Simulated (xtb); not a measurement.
C3H9In, charge -1, doublet, at a GFN2-xTB geometry (such geometries of metal compounds can be far from the true shape) (a state made from the parent by changing its charge; the spin is typed, not shown lowest). Base run: GFN0-xTB (xtb).

Input for xtb:
```
$ xtb mol.xyz --gfn 0 --chrg -1 --uhf 1 --json

# file mol.xyz
13

In     0.22895215    -0.16807644    -0.26351026
C     -1.80926510    -1.27579263     0.16821116
H     -2.45964441    -1.35056491    -0.70933650
H     -2.33948104    -0.68307554     0.91992638
H     -1.68602985    -2.28557070     0.57284125
C     -0.48277658     2.02480246    -0.75890346
H      0.33778056     2.74398803    -0.84848395
H     -1.11262313     2.34780293     0.07569829
H     -1.08403774     2.09670777    -1.67097867
C      1.16469395     0.07809696     1.88858965
H      2.06055072     0.70724590     1.90551002
H      1.42074487    -0.87121702     2.37005108
H      0.40817104     0.56778820     2.50939061
```

Each row names what was changed in the base input (with any setting that the change needs).

```json
[
 {"change": "base", "ΔE vs base (kJ/mol)": "0.00"},
 {"change": "file = coord", "ΔE vs base (kJ/mol)": "0.00"},
 {"change": "acc = 0.0001", "ΔE vs base (kJ/mol)": "0.00"}
]
```
